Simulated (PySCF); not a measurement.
## Calculated data, BClH$_{2}$OSi, C$_{2}$H$_{8}$AlB, B$_{2}$H$_{2}$NO

All values are calculated (PySCF 2.14.0). Calculation on a computer-drawn molecule: optimised geometry and harmonic frequencies of an isolated molecule of the commonest isotopes, restricted reference for singlets and unrestricted otherwise, frozen core in MP2.

Common to all runs: charge 0.

(1) BClH$_{2}$OSi

Start structure:
```xyz
6
BClH2OSi
O     -3.3914    -1.6184    -1.0152
B     -2.7044    -0.7338    -0.6285
Si    -1.5662     0.7916     0.0364
Cl     0.4130     0.2324    -0.1086
H     -1.8899     1.0615     1.4439
H     -1.7973     1.9730    -0.8059
```

Settings of this run: multiplicity 1, method MP2 and basis cc-pV(D+d)Z.

Results for BClH$_{2}$OSi: rotational constants 10.81, 2.071, 1.774 GHz; total energy -849.7523 hartree; convergence status largest gradient component 4.439e-05 hartree/bohr.

Drawn bonds:
```csv
atom,other atom,order
1,2,2
2,3,1
3,4,1
3,5,1
3,6,1
```

Optimised structure:
```xyz
6
BClH2OSi
O     -3.4016    -1.6380    -1.0235
B     -2.7009    -0.7222    -0.6237
Si    -1.5627     0.7876     0.0350
Cl     0.4153     0.2320    -0.1087
H     -1.8895     1.0680     1.4456
H     -1.7969     1.9789    -0.8026
```

Modes:
```csv
frequency (cm⁻¹),reduced mass (dalton)
115.7,15.47
267,3.298
374.3,10.6
513.4,12.37
584.4,11.57
586.2,1.532
732.5,1.065
872,1.138
971.4,1.05
1928,12.38
2316,1.029
2328,1.054
```

(2) C$_{2}$H$_{8}$AlB

Start structure:
```xyz
12
C2H8AlB
B     -0.4590    -0.4348    -0.6661
C     -0.3029     0.0369     0.7224
C      1.1040     0.2330     1.3877
Al    -0.7417    -1.9761     0.9323
H      0.4815    -0.9409    -1.2252
H     -1.5221    -0.4605    -1.2824
H     -1.0789     0.7391     1.1648
H      1.7524    -0.6265     1.1488
H      0.9635     0.3061     2.4591
H      1.5237     1.1441     0.9826
H     -2.1172    -2.5914     1.0798
H      0.3967    -2.9499     1.4026
```

It was run with multiplicity 1, method HF and basis cc-pV(D+d)Z.

Results for C$_{2}$H$_{8}$AlB: rotational constants 7.576, 4.27, 2.997 GHz; total energy -346.9740 hartree; convergence status largest gradient component 4.003e-05 hartree/bohr.

Drawn bonds:
```csv
atom,other atom,order
1,2,1
2,3,1
2,4,1
1,5,1
1,6,1
2,7,1
3,8,1
3,9,1
3,10,1
4,11,1
4,12,1
```

Optimised structure:
```xyz
12
C2H8AlB
B     -0.3832    -0.2941    -0.8569
C     -0.2328    -0.2634     0.6705
C      1.1155     0.1650     1.2792
Al    -0.8208    -2.0653     1.3093
H      0.5820    -0.3849    -1.5745
H     -1.4735    -0.3067    -1.3693
H     -1.0810     0.2823     1.1230
H      1.9421    -0.3761     0.8131
H      1.1771    -0.0170     2.3558
H      1.2992     1.2317     1.1245
H     -2.2742    -2.5962     0.9914
H      0.1496    -2.8962     2.2403
```

Modes:
```csv
frequency (cm⁻¹),reduced mass (dalton)
87,1.056
173.4,1.141
195.7,2.371
212.9,1.896
319.7,1.738
406.1,1.318
514.1,1.721
580.8,1.559
608.4,1.4
826.1,1.272
842,1.11
914.3,2.081
978.3,1.17
1050,1.394
1140,1.459
1174,1.935
1185,1.649
1322,1.199
1430,1.768
1525,1.204
1590,1.046
1609,1.043
1987,1.048
1993,1.036
2636,1.055
2696,1.125
3077,1.08
3164,1.037
3220,1.103
3242,1.102
```

(3) B$_{2}$H$_{2}$NO

Start structure:
```xyz
6
B2H2NO
B      0.6319     0.5783    -0.8564
O      0.0259    -0.0233     0.0078
B     -0.6282    -0.6953     1.0230
N     -0.9326    -1.1765     2.0923
H      0.1334     0.7001    -1.9880
H     -1.6128    -1.6504     2.6203
```

Settings of this run: multiplicity 2, method HF and basis cc-pVDZ.

The calculation gives: rotational constants 105.5, 4.65, 4.453 GHz; total energy -179.8757 hartree; spin squared 0.7533; convergence status largest gradient component 1.787e-05 hartree/bohr.

Drawn bonds:
```csv
atom,other atom,order
1,2,1
2,3,1
3,4,2
1,5,1
4,6,1
```

Optimised structure:
```xyz
6
B2H2NO
B      0.5645     0.4784    -0.7555
O     -0.5237    -0.1655    -0.2823
B     -0.7659    -0.6929     0.9201
N     -1.0287    -1.1899     2.0099
H      0.5949     0.8861    -1.8828
H     -1.2235    -1.5833     2.8896
```

Modes:
```csv
frequency (cm⁻¹),reduced mass (dalton)
186.8,4.642
305.1,1.3
387.1,1.23
401.4,1.343
546.7,3.401
552.4,4.143
893.1,3.151
1112,1.618
1395,11.23
2205,8.238
2709,1.095
4110,1.102
```
